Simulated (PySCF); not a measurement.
Vertical excitations of a molecule C3H7NSi from PySCF 2.14.0 with TDA-M06-2X/def2-SVPD, as energy in eV (oscillator strength): 7.03 (0.000), 7.99 (0.017), 8.08 (0.004), 8.22 (0.018), 8.61 (0.014), 8.69 (0.006), 8.78 (0.016), 8.84 (0.019), 8.90 (0.037), 9.09 (0.030). Lowest triplet (TDA): 6.40 eV. Geometry: TPSSh-D3(BJ)/def2-SVP. One conformer was computed; it need not be the lowest.

Question: Which molecule gave these data?
A) C#C[Si@@H](C)N
B) [SiH3]N1C=CC1
C) N#CCC[SiH3]
D) N[Si@H]1C=CC1

Answer: C, N#CCC[SiH3]
